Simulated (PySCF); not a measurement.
Isomers of C4H7FO2Si. Computed with PySCF 2.14.0, density-fitted response routines, TDDFT CAM-B3LYP/def2-SVPD, vertical, gas phase, core orbitals frozen in the response. Geometries: GFN2-xTB; one conformer of each isolated species. Triplets are in the Tamm–Dancoff approximation.

**Question.** Rank by computed lowest singlet excitation energy, lowest first.
A. `[C@@H]1(C(=C1O[SiH2]O)C)F`
B. `CO[C@@]1(F)[SiH2][C@@H]1C=O`
C. `O1C=C(C[Si@H]1F)OC`
D. `O=C(OC1CC1)[SiH2]F`
E. `O=C1CO[C@@H](CF)[SiH2]1`

**Answer.** E (3.25 eV), B (4.24 eV), D (5.15 eV), C (5.86 eV), A (6.59 eV).

```tsv
SMILES	S1 (eV)	f (S1)	α (au)	T1 (eV)	gap (eV)	first f ≥ 0.01 (nm)	S1 mainly
O=C1CO[C@@H](CF)[SiH2]1	3.25	0.001	78.0	2.65	7.79	204	H→L (93%)
CO[C@@]1(F)[SiH2][C@@H]1C=O	4.24	0.003	83.5	3.68	8.34	213	H→L (53%)
O=C(OC1CC1)[SiH2]F	5.15	0.004	77.8	4.49	9.76	185	H→L (91%)
COC1=CO[Si@H](F)C1	5.86	0.013	74.4	4.15	8.77	212	H→L (68%)
CC1=C(O[SiH2]O)[C@H]1F	6.59	0.016	77.8	5.01	9.55	188	H→L (86%)
```

H and L stand for HOMO and LUMO.
